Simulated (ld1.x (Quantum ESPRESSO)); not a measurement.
## Pt: PAW pseudisation with LDA (PZ), scalar-relativistic reference atom.

| Property | Result |
| --- | --- |
| Element | Pt (Z = 78) |
| Generator | ld1.x (Quantum ESPRESSO) 7.5 |
| Type | PAW |
| Functional | LDA (PZ) |
| Relativity | scalar-relativistic |
| Frozen core | [Kr] 4d10 |
| Valence charge | 32 |
| Reference configuration | 4f14 5s2 5p6 5d9 6s0 6p0 (charge +1) |
| Partial waves | 5s (bound): rcut 1.60, rcutus 1.80 bohr; 6s (bound, empty): rcut 1.60, rcutus 1.80 bohr; 5p (bound): rcut 1.45, rcutus 1.75 bohr; 6p (bound, empty): rcut 1.45, rcutus 1.75 bohr; 5d (bound): rcut 0.95, rcutus 1.25 bohr; 5d channel at 3.2 Ry: rcut 0.95, rcutus 1.25 bohr; 4f (bound): rcut 0.90, rcutus 1.05 bohr; 4f channel at -4.4 Ry: rcut 0.90, rcutus 1.05 bohr |
| Local potential | all-electron potential smoothed inside 1.00 bohr (lloc = -2) |
| Core correction | a·sin(br)/r model core inside 0.95 bohr |
| Augmentation charge | BG, radius 0.80 bohr |

Is the overlap operator S = 1 + Σ q|β⟩⟨β| positive definite (Bessel basis up to 400 Ry)?

No: its lowest eigenvalue is -0.032, in the p channel, so the generalised eigenproblem breaks down once the basis is large enough.

Test run stopped at test 1 of 9 (negative rho).

The ghost test of this file was not conclusive. Its overlap operator is not positive definite in a basis up to 400 Ry (lowest eigenvalue p -0.03), so the file is unfit for use: the generalised eigenproblem breaks down once the basis is large enough, and its test numbers describe a broken file.
